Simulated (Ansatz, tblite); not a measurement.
Removing and adding an electron: N-butyl-N-methylpyrrolidinium iodide, `CCCC[N+]1(C)CCCC1.[I-]`. Charge 0, multiplicity 1. Geometry: PBE0-D4/def2-SVP. Ansatz, gas phase; energy differences of separate SCF runs; the oxidised species was run as a doublet alone; the reduced species was run as a doublet alone.

```csv
atom,x (Å),y (Å),z (Å)
C1,-3.2464,-1.7264,-2.0734
C2,-2.4844,-1.5238,-0.7746
C3,-1.2466,-0.6475,-0.9440
C4,-0.5058,-0.5397,0.3699
N5,0.7016,0.3544,0.3640
C6,1.6694,-0.0738,-0.6872
C7,1.3716,0.2940,1.7136
C8,2.2440,1.5387,1.7697
C9,1.5758,2.5477,0.8088
C10,0.3742,1.8067,0.2248
H11,-3.5891,-0.7669,-2.4961
H12,-4.1341,-2.3585,-1.9204
H13,-2.6164,-2.2184,-2.8322
H14,-3.1505,-1.0754,-0.0156
H15,-2.1692,-2.4998,-0.3670
H16,-1.5460,0.3451,-1.3284
H17,-0.5975,-1.1110,-1.7044
H18,-0.1210,-1.5332,0.6807
H19,-1.1623,-0.1477,1.1625
H20,1.8950,-1.1446,-0.5126
H21,2.5838,0.5231,-0.5970
H22,1.2199,0.0882,-1.6729
H23,0.5598,0.3333,2.4539
H24,1.8704,-0.6895,1.8018
H25,3.2745,1.3151,1.4589
H26,2.3040,1.9150,2.7997
H27,1.2432,3.4617,1.3197
H28,2.2692,2.8650,0.0171
H29,0.1549,2.0392,-0.8249
H30,-0.5359,1.9797,0.8172
I31,1.7937,-3.3506,0.9882
```

In the def2 sets I takes a core potential; there is no spin–orbit coupling. The xTB rows come from tblite.

```csv
level,−HOMO (eV),vertical IE (eV),−LUMO (eV),vertical EA (eV),HOMO–LUMO gap (eV),IE − EA (eV)
GFN1-xTB,6.50,10.83,4.49,2.31,2.01,8.52
GFN2-xTB,7.68,11.24,3.13,0.39,4.56,10.85
```

Estimate the rows for PBE-D4/def2-SVP, PBE0-D4/def2-SVP.


```tsv
level	−HOMO (eV)	vertical IE (eV)	−LUMO (eV)	vertical EA (eV)	HOMO–LUMO gap (eV)	IE − EA (eV)	remarks
PBE-D4/def2-SVP	3.57	–	0.51	-1.34	3.05	–	HOMO above zero (-1 doublet)
PBE0-D4/def2-SVP	4.63	6.87	-0.34	-1.63	4.97	8.50	HOMO above zero (-1 doublet)
```

Relaxing the reduced species (PBE0-D4/def2-SVP) changes its energy by -0.24 eV at PBE0-D4/def2-SVP, so the adiabatic electron affinity to this nearest minimum is -1.39 eV. At PBE-D4/def2-SVP it is -1.11 eV. The highest occupied level of the relaxed charge -1 doublet lies above zero (up to 2.43 eV). By energy differences, losing it releases 1.39 eV (each at its own geometry, to the charge 0 singlet, at PBE0-D4/def2-SVP).  Run but left out: PBE-D4/def2-SVP (charge +1 doublet: an occupied level 0.01 eV above an empty one).   A HOMO above zero means that the electron is unbound at that level or that self-interaction error raises the level; the energy of removing that electron tells which. Raw xTB energy differences between charge states are shifted by several eV; the methods need an empirical correction for them. Sets without diffuse functions give affinities that are too small. A negative affinity means that the extra electron isn't bound; its size then hangs on the basis.
